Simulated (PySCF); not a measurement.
W(NMe)2(OH)2, C2H8N2O2W (singlet state).
Bonds: W1–N2, W1–N7, W1–O12, W1–O14, N2–C3, N7–C8. Hydrogens: H4, H5, H6 on C3; H9, H10, H11 on C8; H13 on O12; H15 on O14.

Computed, not measured: PySCF 2.14.0, PBE0-D3(BJ)/def2-SVP geometry optimisation, gas phase, def2 core potentials past Kr.

(1) List the bond lengths, angles and torsions at this level.

Results:

(1) 
```
                  bond  length (bohr)
          W1–N2, W1–N7          3.312
        W1–O12, W1–O14          3.620
          N2–C3, N7–C8          2.678
C3–H4 and 5 like bonds          2.087
      O12–H13, O14–H15          1.818
```

Bonds in one row agree within 0.02 bohr and their mean is given. A selection of angles:
```
     angle  degrees
  N2–W1–N7    110.1
 N2–W1–O12    107.3
O12–W1–O14    115.1
  W1–N2–C3    160.4
  N2–C3–H4    111.0
  H4–C3–H5    107.3
  W1–N7–C8    162.0
W1–O12–H13    122.2
```

Torsions: N7–W1–N2–C3 8° (synperiplanar); N2–W1–N7–C8 6° (synperiplanar); H13–O12–W1–N2 134° (anticlinal); H15–O14–W1–N2 16° (synperiplanar). The mirror-image conformer, all signs reversed, is as good.

N2 (nitrogen bonded to C and W) is bent (angle 160.4°). W1 (tungsten bonded to 2 N and 2 O) is distorted tetrahedral (angles from 107.3° to 115.1°).

Not checked by PBE0-D3(BJ)/def2-SVP frequencies. Torsions: N7–W1–N2–C3 8°, N2–W1–N7–C8 6°, N2–W1–O12–H 134°, N2–W1–O14–H 16°.
